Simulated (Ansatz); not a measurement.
`C=C=C[O][InH][CH3]` and `C=C=COC` differ in one atom or group.

Ansatz, PBE0-D4/def2-TZVP geometries, multiplicity 1. Each molecule was computed in one conformer, which needn't be the lowest.

Elements past krypton have def2 core potentials.

| property | `C=C=C[O][InH][CH3]` |
| --- | --- |
| LUMO energy (B3LYP/def2-TZVPP) / eV | -1.15 |
| size of the dipole moment (B3LYP/def2-TZVPP) / D | 2.22 |
| HOMO energy (ωB97M-V/def2-TZVPP) / eV | -8.28 |
| HOMO–LUMO gap (PBE0/def2-TZVPP) / eV | 5.17 |
| HOMO–LUMO gap (ωB97M-V/def2-TZVPP) / eV | 8.80 |
| HOMO–LUMO gap (PBE/def2-TZVPP) / eV | 3.12 |

Problem. Give the same properties after the change, and the shifts. (Best estimate.)

Solution. Computed: 
```tsv
property	`C=C=COC`	shift
LUMO energy (B3LYP/def2-TZVPP) / eV	-0.40	0.75
size of the dipole moment (B3LYP/def2-TZVPP) / D	1.04	-1.18
HOMO energy (ωB97M-V/def2-TZVPP) / eV	-8.75	-0.47
HOMO–LUMO gap (PBE0/def2-TZVPP) / eV	6.36	1.19
HOMO–LUMO gap (ωB97M-V/def2-TZVPP) / eV	10.68	1.88
HOMO–LUMO gap (PBE/def2-TZVPP) / eV	4.12	1.00
```

With PBE0 the HOMO falls by 0.45 eV and the LUMO rises by 0.74 eV, so the gap widens by about 1.19 eV. PBE moves the HOMO by -0.43 eV and ωB97M-V by -0.47 eV. Dipoles are sizes alone; their direction can turn.

B3LYP here is the variant with VWN-RPA as its local correlation; programs differ in this.
